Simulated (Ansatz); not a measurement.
Input file for Ansatz (a program for electronic structure): U-B3LYP/cc-pV(T+d)Z on F2H2Si (SMILES F[SiH2]F), a point of a bond scan (R = 1.470 Å). Files ending in .json are basis or fitting sets from the Basis Set Exchange.

Ansatz 0.2 input:
```yaml
crystal:
  periodic: [false, false, false]
  atoms:
    - {symbol: Si, position_ang: [0.22395286, -0.14590633, 0.36051960]}
    - {symbol: F, position_ang: [-0.89516694, -0.95086907, -0.43504308]}
    - {symbol: F, position_ang: [0.40909919, 1.26754447, -0.34742940]}
    - {symbol: H, position_ang: [1.48976880, -0.88621093, 0.26168676]}
    - {symbol: H, position_ang: [-0.25049912, 0.07882097, 1.73329117]}
basis:
  gaussian:
    orbitals: cc-pV_T+d_Z.json
hamiltonian:
  xc: {name: B3LYP}
magnetization: {spin_polarized: true, initial_magnetization: 0}
```

Output:

```
WARN ansatz: RAYON_NUM_THREADS=1 ignored (pool sized by the plan → 1); use --threads N
Functional definition: B3LYP
integrals: 0.04 GiB planned
729 factors; their error is unknown
mean field: 0.50 GiB planned
mean field evaluation 1: about -13347.9556 eV, gradient 3.2e1 eV
mean field evaluation 2: about -13343.6080 eV, gradient 5.2e1 eV
mean field evaluation 4: about -13350.5201 eV, gradient 3.3e-1 eV
mean field evaluation 8: about -13350.5632 eV, gradient 3.6e-3 eV
mean field -13350.56318003 eV, -490.6241475295 hartree, gradient 8.6e-6 eV, S^2 0.000000; 0 other end points of the search recorded, 0 dependent functions left out
reference -13350.56337525 eV, -490.6241547036 hartree; 17, 17 occupied and 110, 110 virtual orbitals, 729 factors
Total energy: -13350.56337525 eV, -490.6241547036 hartree
```

The calculation finished and met its thresholds.

Cost: roughly 2.8 core-seconds.
